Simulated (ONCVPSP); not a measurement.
## Fe (Z = 26), ONCV: configuration errors across variants

```
Element                 : iron
Generator               : ONCVPSP 4.0.1
Type                    : optimised norm-conserving Vanderbilt (ONCV)
Functional              : PBE
Relativity              : scalar-relativistic
Frozen core             : [Ne]
Valence charge          : 16
Reference configuration : 3s2 3p6 3d6 4s2
Partial waves           : 3s+4s: rc 1.55 bohr, ncon 4, nbas 7, qcut 8.1 1/bohr, 2 projectors; 3p: rc 1.20 bohr, ncon 3, nbas 6, qcut 10.2 1/bohr, 2 projectors, debl 2.5 Ha; 3d: rc 1.15 bohr, ncon 4, nbas 9, qcut 13.3 1/bohr, local
Local potential         : the d channel
Core correction         : Teter function, fcfact 4, rcfact 1.75
```

All-electron excitation energies from the reference (eV): (1) 3s2 3p6 3d6 4s1 8.729; (2) 3s2 3p6 3d6 4s0 24.932; (3) 3s2 3p6 3d5 4s0 59.155; (4) 3s2 3p6 3d6 4s1 4p1 4.105.

Errors AE − PS in meV (a dash: test not solved or not reliable):

| change | (1) | (2) | (3) | (4) | bound ghosts | GHOST(+) flags above zero |
| --- | --- | --- | --- | --- | --- | --- |
| base | -0.5 | -1.1 | -22 | -0.4 | none | s |
| s: qcut 4.7 | -0.5 | -1.1 | -23 | -0.4 | none | s |
| s: qcut 6.7 | -0.5 | -1.2 | -22 | -0.5 | none | s |
| s: qcut 7.9 | -0.5 | -1.1 | -22 | -0.4 | none | none |
| s: qcut 8.9 | -0.5 | -1.0 | -21 | -0.4 | none | s |
| s: qcut 9.8 | -0.5 | -0.8 | -21 | -0.4 | none | s |
| s: qcut 11 | -0.5 | -0.6 | -21 | -0.3 | none | s |
| s: qcut 11.8 | -0.5 | -0.5 | -20 | -0.3 | none | s |

(1) Give the same row for: s: qcut 5.7.

Answers

(1) -0.5, -1.3, -23, -0.5; bound ghosts: none; GHOST(+) flags above zero: s.
